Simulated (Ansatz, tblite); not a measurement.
Cost and result up the ladder for B₅H₃ (the lowest singlet isomer of a short search) (8 atoms). Charge 0, multiplicity 1. Geometry: PBE-D4/def2-SVP.

```xyz
8

B    -0.0775   -0.5245   -0.2500
B     0.2951    0.9026    0.6238
B    -1.1907   -0.1955   -1.5152
B    -0.7337    1.0029   -0.6071
B     0.9235   -0.7835    0.9037
H    -1.7134   -0.8774   -2.3550
H     1.6960   -1.1446    1.7478
H     0.8007    1.6200    1.4521
```

Ansatz on 4 threads of Intel Xeon on a shared host; xTB runs through tblite on one thread. Times are rough, summed over both states, and most runs start from the orbitals of an earlier one. PBE0-D4/def2-TZVP serves as the yardstick here, not as an exact answer. The other state is a triplet.

The xTB rows come from tblite. The structure comes from a short search, and lower isomers may exist.

xTB has no spin-polarisation term.

```
                         level  functions  wall time
                      GFN1-xTB         26     0.01 s
                      GFN2-xTB         23    0.012 s
PBE-D4/def2-TZVP (with forces)        173      3.5 s
             PBE0-D4/def2-TZVP        173      4.7 s
           r2SCAN-D4/def2-TZVP        173      5.5 s
```

(1) Estimate what each level gives for the vertical triplet (eV).

Answers

(1) 
| level | vertical triplet (eV) | difference from PBE0-D4/def2-TZVP (eV) |
| --- | --- | --- |
| GFN1-xTB | 2.08 | 0.16 |
| GFN2-xTB | 1.77 | -0.14 |
| PBE-D4/def2-TZVP (with forces) | 1.83 | -0.08 |
| PBE0-D4/def2-TZVP | 1.91 | 0.00 |
| r2SCAN-D4/def2-TZVP | 1.75 | -0.16 |
